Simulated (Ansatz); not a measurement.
Correlation energies of `OBB(O)F` by basis set

```xyz
8

O    -0.4222   -0.4708   -1.3614
B     0.0380   -0.8179   -0.1321
B     0.2705    0.5116    0.9392
O     0.0136    1.7850    0.5641
F     0.7128    0.3531    2.1849
H    -0.5523   -1.2115   -1.9602
H     0.2413   -1.9788    0.1088
H    -0.3018    1.8293   -0.3433
```

Charge 0, multiplicity 1. All single points use the PBE0-D4/def2-TZVP geometry. It is one conformer, not always the lowest. Frozen core, restricted reference, Ansatz. CBS rows extrapolate triple and quadruple zeta; past MP2 they add the triple-zeta difference.

```csv
basis,HF (Eh),MP2 corr.
def2-SVP,-300.19960,-0.71610
def2-TZVPP,-300.56836,-0.91657
def2-QZVPP,-300.58238,-0.99288
```

**Question.** Estimate the CCSD correlation energy and the (T) correction in each basis where they were run (hartree).

**Answer.** 
```json
{"basis": "def2-SVP", "CCSD corr.": "-0.74424", "(T)": "-0.01672"}
{"basis": "def2-TZVPP", "CCSD corr.": "-0.93548", "(T)": "-0.03219"}
{"basis": "CBS(def2)", "CCSD corr.": "-1.06832", "(T)": "as TZ"}
```
